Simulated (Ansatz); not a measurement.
A structure relaxed at B3LYP-D4/def2-SVP in Ansatz, charge 1, doublet:

```xyz
5

Pt    0.4494    1.5657   -0.2889
Pt   -1.3883   -0.3481   -0.6967
Sn   -0.8620    0.8073    1.9005
Sn    1.2962   -0.4880   -1.7569
Sn    0.5048   -1.5369    0.8419
```

(1) Give its formula and point group.

(2) Summarise the bond lengths by kind (pairs closer than 1.2 times the sum of covalent radii, bridged metal pairs left out).

## Answers

(1) Sn3Pt2⁺. Point group Cs (tolerance 0.1 Å).

(2) 5 × Pt–Sn 2.66 to 2.89 Å; 2 × Sn–Sn 2.91 Å; 1 × Pt–Pt 2.68 Å.

In the def2 sets Pt, Sn take a core potential; there is no spin–orbit coupling. The relaxation made no stability test and no search for a lower SCF solution. No other spin state of charge 1 was run. Another isomer (doublet) lies 0.03 eV lower at r2SCAN-D4/def2-TZVP; other spin states weren't run for this one.
